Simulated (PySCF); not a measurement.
C₃H₁₁AlSi (SMILES C[SiH2][Al]([CH3])[CH3]), singlet, geometry from GFN2-xTB (such geometries of metal compounds can be far from the true shape); CASSCF(6,6)/STO-3G (PySCF).

The PySCF input:
```python
from pyscf import gto, scf, mcscf
import numpy

mol = gto.M(
    atom='''
Si    1.447941    0.298222   -0.638312
C     2.383834   -1.048704    0.351786
Al   -0.883496    0.177443    0.058037
C    -2.190315    1.590272   -0.470803
C    -1.526260   -1.339805    1.186104
H     1.770515    0.032476   -2.064168
H     2.178005    1.563691   -0.366109
H     2.286572   -0.875662    1.420664
H     1.974772   -2.033549    0.141674
H     3.442774   -1.074220    0.115927
H    -3.064973    1.177416   -0.988811
H    -1.757209    2.341304   -1.143595
H    -2.589096    2.141088    0.390255
H    -0.729877   -2.000211    1.549820
H    -2.064100   -0.982847    2.074307
H    -2.236660   -1.981937    0.649413
''',
    basis='sto-3g',
    charge=0,
    spin=0,
    verbose=4,
)

mf = scf.RHF(mol)
mf.kernel()
mc = mcscf.CASSCF(mf, 6, 6)
mc.fix_spin_(ss=0.0)
mc.kernel()
occ = numpy.linalg.eigvalsh(mc.fcisolver.make_rdm1(mc.ci, mc.ncas, mc.nelecas))[::-1]
ss = mc.fcisolver.spin_square(mc.ci, mc.ncas, mc.nelecas)[0]
print('natural occupations', occ.round(4), ' <S^2>', round(ss, 4))
```

### Question
Write the output that PySCF gives for this input, abridged.

### Answer

```
PySCF version 2.14.0

[INPUT] verbose = 4
[INPUT] num. atoms = 16
[INPUT] num. electrons = 56
[INPUT] charge = 0
[INPUT] spin (= nelec alpha-beta = 2S) = 0
[INPUT] symmetry False subgroup None
[INPUT] Mole.unit = angstrom
[INPUT] Symbol           X                Y                Z      unit          X                Y                Z       unit  Magmom
[...]
nuclear repulsion = 259.147939846227
number of shells = 30
number of NR pGTOs = 132
number of NR cGTOs = 44
basis = sto-3g
ecp = {}

******** <class 'pyscf.scf.hf.RHF'> ********
method = RHF
initial guess = minao
damping factor = 0
level_shift factor = 0
DIIS = <class 'pyscf.scf.diis.CDIIS'>
diis_start_cycle = 1
diis_space = 8
diis_damp = 0
SCF conv_tol = 1e-09
SCF conv_tol_grad = None
SCF max_cycles = 50
direct_scf = True
direct_scf_tol = 1e-13
Set gradient conv threshold to 3.16228e-05
Initial guess from minao.
init E= -642.839350672677
[...]
cycle= 1 E= -643.261053140321  delta_E= -0.422  |g|= 0.28  |ddm|= 4.24
[...]
cycle= 2 E= -643.294557673549  delta_E= -0.0335  |g|= 0.0683  |ddm|= 0.557
[...]
cycle= 3 E= -643.29699484522  delta_E= -0.00244  |g|= 0.0205  |ddm|= 0.142
[...]
cycle= 4 E= -643.297209410842  delta_E= -0.000215  |g|= 0.00116  |ddm|= 0.0522
[...]
cycle= 5 E= -643.297210244341  delta_E= -8.33e-07  |g|= 0.000201  |ddm|= 0.00276
[...]
cycle= 6 E= -643.297210272254  delta_E= -2.79e-08  |g|= 3.25e-05  |ddm|= 0.000552
[...]
cycle= 7 E= -643.297210272931  delta_E= -6.77e-10  |g|= 8.64e-06  |ddm|= 8.07e-05
[...]
Extra cycle  E= -643.297210272982  delta_E= -5.09e-11  |g|= 3.3e-06  |ddm|= 2e-05
converged SCF energy = -643.297210272982

******** <class 'pyscf.mcscf.mc1step.CASSCF'> ********
CAS (3e+3e, 6o), ncore = 25, nvir = 13
max_cycle_macro = 50
max_cycle_micro = 4
conv_tol = 1e-07
conv_tol_grad = None
orbital rotation max_stepsize = 0.02
orbital rotation threshold for CI restart = 0.01
augmented hessian ah_max_cycle = 30
augmented hessian ah_conv_tol = 1e-12
augmented hessian ah_linear dependence = 1e-14
augmented hessian ah_level shift = 1e-08
augmented hessian ah_start_tol = 2.5
augmented hessian ah_start_cycle = 3
augmented hessian ah_grad_trust_region = 3
kf_trust_region = 3
kf_interval = 4
ci_response_space = 4
ci_grad_trust_region = 3
with_dep4 0
natorb = False
canonicalization = True
sorting_mo_energy = False
ao2mo_level = 2
internal_rotation = False
******** <class 'pyscf.fci.addons.SpinPenaltyFCISolver'> ********
max. cycles = 50
conv_tol = 1e-08
davidson only = True
[...]
CASCI E = -643.307134230082  S^2 = 0.0000000
[...]
macro iter   8 (  7 JK    2 micro), CASSCF E = -643.323772366063  dE = -7.84510693e-05  S^2 = 0.0000000
               |grad[o]|=0.00118  |grad[c]|=0.000727  |ddm|=0.00171  |maxRot[o]|=0.0699
macro iter   9 (  7 JK    2 micro), CASSCF E = -643.323908515347  dE = -1.36149285e-04  S^2 = 0.0000000
               |grad[o]|=0.00128  |grad[c]|=0.00107  |ddm|=0.00232  |maxRot[o]|=0.0699
macro iter  10 (  7 JK    2 micro), CASSCF E = -643.324153061426  dE = -2.44546079e-04  S^2 = 0.0000000
               |grad[o]|=0.00152  |grad[c]|=0.00195  |ddm|=0.00307  |maxRot[o]|=0.0699
macro iter  11 ( 21 JK    4 micro), CASSCF E = -643.327419846702  dE = -3.26678528e-03  S^2 = 0.0000000
               |grad[o]|=0.00202  |grad[c]|=0.0434  |ddm|=0.0362  |maxRot[o]|=0.268
macro iter  12 ( 21 JK    4 micro), CASSCF E = -643.333987599819  dE = -6.56775312e-03  S^2 = 0.0000000
               |grad[o]|=0.00774  |grad[c]|=0.0109  |ddm|=0.0094  |maxRot[o]|=0.234
macro iter  13 ( 21 JK    4 micro), CASSCF E = -643.338752773368  dE = -4.76517355e-03  S^2 = 0.0000000
               |grad[o]|=0.0112  |grad[c]|=0.00866  |ddm|=0.00585  |maxRot[o]|=0.201
macro iter  14 ( 16 JK    4 micro), CASSCF E = -643.340230684281  dE = -1.47791091e-03  S^2 = 0.0000000
               |grad[o]|=0.00732  |grad[c]|=0.00706  |ddm|=0.00404  |maxRot[o]|=0.118
macro iter  15 ( 15 JK    4 micro), CASSCF E = -643.340334437260  dE = -1.03752980e-04  S^2 = 0.0000000
               |grad[o]|=0.00274  |grad[c]|=0.00292  |ddm|=0.000703  |maxRot[o]|=0.0268
macro iter  16 ( 10 JK    3 micro), CASSCF E = -643.340490814554  dE = -1.56377294e-04  S^2 = 0.0000000
               |grad[o]|=0.00198  |grad[c]|=0.00275  |ddm|=0.000456  |maxRot[o]|=0.0463
macro iter  17 (  3 JK    1 micro), CASSCF E = -643.340490964813  dE = -1.50258643e-07  S^2 = 0.0000000
               |grad[o]|=9.64e-05  |grad[c]|=4.1e-05  |ddm|=3.16e-05  |maxRot[o]|=0.00116
macro iter  18 (  1 JK    1 micro), CASSCF E = -643.340490964845  dE = -3.19460014e-11  S^2 = 0.0000000
               |grad[o]|=1.7e-05  |grad[c]|=5.93e-06  |ddm|=4.14e-06  |maxRot[o]|=    0
1-step CASSCF converged in  18 macro (249 JK  56 micro) steps
CASSCF canonicalization
Density matrix diagonal elements [1.97536083 1.9779336  1.97296468 0.02594513 0.0246046  0.02319116]
CASSCF energy = -643.340490964845
CASCI E = -643.340490964845  E(CI) = -7.42157077016407  S^2 = 0.0000000
natural occupations [1.9832 1.9725 1.9709 0.0294 0.0227 0.0213]  <S^2> 0.0
```
